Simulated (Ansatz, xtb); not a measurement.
# Relative energy of two structures of CH6InN

Structure a is `[CH3][InH][NH2]`, a singlet and structure b is a singlet given by its coordinates. Both are isolated molecules in the gas phase, relaxed with PBE0-D3(BJ)/def2-SVP; the shapes shown needn't be the lowest conformers.

a (Å):

```xyz
9

C    -0.8153    1.8900    0.5023
In    1.2711    1.4907    0.1296
N     1.7470    1.0540   -1.7874
H    -0.9412    2.9040    0.9097
H    -1.2132    1.1756    1.2382
H    -1.3960    1.8047   -0.4269
H     2.6094    1.4853    1.2194
H     1.0798    1.0152   -2.5492
H     2.6821    0.8446   -2.1163
```

b (Å):

```xyz
9

C    -0.2246    1.9998   -0.5801
In    1.6700    1.2188   -1.3028
N     0.2499    1.4382    0.7092
H    -1.2027    1.6151   -0.9002
H    -0.2634    3.0953   -0.5319
H    -0.2300    0.5774    0.9584
H     0.1848    2.0777    1.4980
H     3.0399    2.2683   -1.1905
H     1.7633   -0.4865   -1.5912
```

Close contacts (Å): C1–In2 2.17, C1–N3 1.48, In2–N3 2.47, C1–H4 1.10, C1–H5 1.10, In2–H8 1.73, In2–H9 1.73, N3–H6 1.02, N3–H7 1.02.

**Question.** Estimate which is lower in electronic energy at CCSD(T)/def2-TZVP, and by roughly how much.

**Answer.** The CCSD(T)/def2-TZVP calculation puts structure a lower, by 118.8 kJ/mol.

Level by level:

| level | geometry | E(b) − E(a) (kJ/mol) | departure from the last row (kJ/mol) | job, with rough time for the two |
| --- | --- | --- | --- | --- |
| PBE0-D3(BJ)/def2-SVP | PBE0-D3(BJ)/def2-SVP | +91.2 | −27.7 | optimisation, 3.8 min |
| HF/def2-TZVP | PBE0-D3(BJ)/def2-SVP | +118.9 | +0.1 | part of the CCSD(T) run |
| MP2/def2-TZVP | PBE0-D3(BJ)/def2-SVP | +126.6 | +7.7 | part of the CCSD(T) run |
| CCSD(T)/def2-TZVP | PBE0-D3(BJ)/def2-SVP | +118.8 |  | single point, 90 s |

None of the levels shown reverses the order. The largest departure from CCSD(T)/def2-TZVP is that of PBE0-D3(BJ)/def2-SVP, 27.7 kJ/mol. Levels run at GFN2-xTB geometries aren't shown.

With harmonic frequencies from PBE0-D3(BJ)/def2-SVP (ideal gas, rigid rotor, one conformer each, 298.15 K, 1 atm): on the last row, ΔE + ΔZPE = +117.0 kJ/mol. A mode under 50 cm⁻¹ makes harmonic enthalpies and free energies unreliable, so none is given.

The correlated steps freeze 6 core orbitals; the filled d shell of In is correlated, in a basis made for valence electrons. Atoms past krypton carry core potentials in the def2 sets and no spin–orbit term is included. Codes used: Ansatz 0.2.0; the last row on 2 threads of Intel(R) Xeon(R) Processor @ 2.50GHz (Skylake/Cascade Lake) on a shared host.
